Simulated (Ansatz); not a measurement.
# What each rung costs, and what it gives

Saddle point of Ge4H10ClF, closed shell (Ge₄H₉Cl ([Cl][Ge]([GeH3])([GeH3])[GeH3]) + HF → Ge₄H₈ClF ([F][Ge]([GeH3])([GeH3])[GeH2][Cl]) + H₂; bonds formed: Ge1–F7, Ge2–Cl5, H6–H10; bonds broken: Ge1–Cl5, Ge2–H10, H6–F7), PBE0-D4/def2-TZVP structure:

Ge1  (-0.083, -0.213, -0.023)
Ge2  (0.263, 2.096, -0.191)
Ge3  (0.803, -1.605, -1.793)
Ge4  (-1.673, -0.983, 1.631)
Cl5  (-1.793, 0.990, -1.483)
H6  (1.749, 1.081, 1.074)
F7  (1.589, -0.164, 1.182)
H8  (-0.520, 3.096, 0.661)
H9  (0.972, 2.725, -1.391)
H10  (1.760, 2.029, 0.910)
H11  (1.806, -2.606, -1.203)
H12  (-0.373, -2.345, -2.440)
H13  (1.495, -0.700, -2.820)
H14  (-2.238, 0.242, 2.364)
H15  (-2.793, -1.729, 0.900)
H16  (-0.964, -1.916, 2.622)
(Å)

Barriers are electronic and count from the start structure reached by relaxing down the imaginary mode.

Ansatz 0.2.0; basis: as named in each row; cores frozen in the correlated methods. Filled d shells of the heavier atoms are correlated. The def2 sets are not built for correlating such inner shells, so the correlated values are less sure here. B3LYP uses VWN-RPA correlation. Extrapolation: Hartree–Fock as exp(−7.88 √X), correlation as X^−2.97.

Times are rough, for one single point on 4 threads of a shared host (AMD EPYC 7R13), with one NVIDIA H100 (or a share of it) where marked.

The estimate by CCSD(T) at an estimated basis limit (MP2 extrapolated from triple and quadruple zeta, plus CCSD(T) − MP2 in triple zeta) is 1.639 eV.

```json
{"method": "HF", "basis": "STO-3G", "time (s)": "under 1", "barrier (eV)": "3.575", "method less estimate": "1.936"}
{"method": "PBE-D4", "basis": "STO-3G", "time (s)": "1", "barrier (eV)": "0.686", "method less estimate": "-0.953"}
{"method": "SPW92", "basis": "def2-SVP", "time (s)": "2", "barrier (eV)": "0.737", "method less estimate": "-0.902"}
{"method": "SPW92", "basis": "def2-TZVPP", "time (s)": "2 (H100)", "barrier (eV)": "0.941", "method less estimate": "-0.698"}
{"method": "PBE-D4", "basis": "def2-TZVPP", "time (s)": "2 (H100)", "barrier (eV)": "1.178", "method less estimate": "-0.461"}
{"method": "BLYP-D4", "basis": "def2-TZVPP", "time (s)": "2 (H100)", "barrier (eV)": "1.216", "method less estimate": "-0.423"}
{"method": "BHLYP-D4", "basis": "def2-TZVPP", "time (s)": "2 (H100)", "barrier (eV)": "1.710", "method less estimate": "0.071"}
{"method": "B3LYP-D4", "basis": "def2-TZVPP", "time (s)": "2 (H100)", "barrier (eV)": "1.437", "method less estimate": "-0.202"}
{"method": "PBE0-D4", "basis": "def2-TZVPP", "time (s)": "2 (H100)", "barrier (eV)": "1.456", "method less estimate": "-0.183"}
{"method": "r2SCAN0-D4", "basis": "def2-TZVPP", "time (s)": "2 (H100)", "barrier (eV)": "1.544", "method less estimate": "-0.094"}
{"method": "PBE-D4", "basis": "def2-SVP", "time (s)": "2", "barrier (eV)": "0.986", "method less estimate": "-0.653"}
{"method": "CAM-B3LYP-D4", "basis": "def2-TZVPP", "time (s)": "2 (H100)", "barrier (eV)": "1.521", "method less estimate": "-0.118"}
{"method": "r2SCAN-D4", "basis": "def2-TZVPP", "time (s)": "3 (H100)", "barrier (eV)": "1.329", "method less estimate": "-0.310"}
{"method": "wB97X-V", "basis": "def2-TZVPP", "time (s)": "3 (H100)", "barrier (eV)": "1.571", "method less estimate": "-0.068"}
{"method": "CCSD(T)", "basis": "def2-SVP", "time (s)": "3 (H100)", "barrier (eV)": "1.741", "method less estimate": "0.103"}
{"method": "B2PLYP", "basis": "def2-TZVPP", "time (s)": "3 (H100)", "barrier (eV)": "1.564", "method less estimate": "-0.075"}
{"method": "PBE-QIDH", "basis": "def2-TZVPP", "time (s)": "3 (H100)", "barrier (eV)": "1.645", "method less estimate": "0.006"}
{"method": "wB97M-V", "basis": "def2-TZVPP", "time (s)": "4 (H100)", "barrier (eV)": "1.509", "method less estimate": "-0.130"}
{"method": "RPA on PBE", "basis": "def2-TZVPP", "time (s)": "4 (H100)", "barrier (eV)": "1.664", "method less estimate": "0.025"}
{"method": "B97M-V", "basis": "def2-TZVPP", "time (s)": "4 (H100)", "barrier (eV)": "1.437", "method less estimate": "-0.202"}
{"method": "B3LYP-D4", "basis": "6-31G", "time (s)": "4", "barrier (eV)": "0.909", "method less estimate": "-0.730"}
{"method": "PBE0-D4", "basis": "def2-SVP", "time (s)": "5", "barrier (eV)": "1.295", "method less estimate": "-0.344"}
{"method": "MP2", "basis": "def2-QZVPP", "time (s)": "8 (H100)", "barrier (eV)": "1.623", "method less estimate": "-0.016"}
{"method": "wB97M-V", "basis": "def2-SVP", "time (s)": "16", "barrier (eV)": "1.332", "method less estimate": "-0.307"}
{"method": "CCSD(T)", "basis": "def2-TZVPP", "time (s)": "32 (H100)", "barrier (eV)": "1.718", "method less estimate": "0.079"}
```

All methods are single points on the PBE0-D4 structures.

T1 diagnostic: at most 0.013.

Labels in which every atom is bracketed show which atoms are joined, not bond orders.
